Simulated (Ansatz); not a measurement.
`C1[SiH2][Te]1`, charge 0, multiplicity 1.

(1) Give a relaxed structure at PBE0-D4/def2-TZVP (Ansatz). (An estimate is asked.)

Results:

(1) Ansatz gave: 
Z-matrix (Å, degrees):
```
C
Te 1 2.226
Si 1 1.840 2 72.8
H 1 1.085 2 111.2 3 -116.0
H 1 1.085 2 111.2 3 116.0
H 3 1.480 1 117.9 2 109.4
H 3 1.480 1 117.9 2 -109.4
```
Point group Cs.
